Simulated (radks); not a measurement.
Results of a calculation; reference values are marked as such.
Task: Valence configurations of Se (all share [Ar]). Code: a radial shooting solver on a logarithmic mesh with Libxc functionals. Model: scalar-relativistic Kohn-Sham, LDA (Slater exchange, Perdew-Wang correlation), spin-polarised, spherical densities, point nucleus; open shells are filled with parallel spins first. Order these by energy: 3d10 4p6; 3d8 4s2 4p6; 3d9 4s2 4p5; 3d10 4s2 4p4; 3d10 4s1 4p5; 3d9 4s1.5 4p5.5; 3d9 4s1 4p6; 3d10 4s1.5 4p4.5; 3d9.5 4s2 4p4.5.

Result: From the lowest, in eV above it: 3d10 4s2 4p4 0.000; 3d10 4s1.5 4p4.5 5.398; 3d10 4s1 4p5 10.828; 3d10 4p6 22.733; 3d9.5 4s2 4p4.5 24.761; 3d9 4s2 4p5 51.843; 3d9 4s1.5 4p5.5 57.702; 3d9 4s1 4p6 63.590; 3d8 4s2 4p6 113.18. NIST lists [Ar] 3d10 4s2 4p4 as the ground configuration; this level of theory agrees among the configurations tried. The energies are those of spherical high-spin densities, not of single terms.
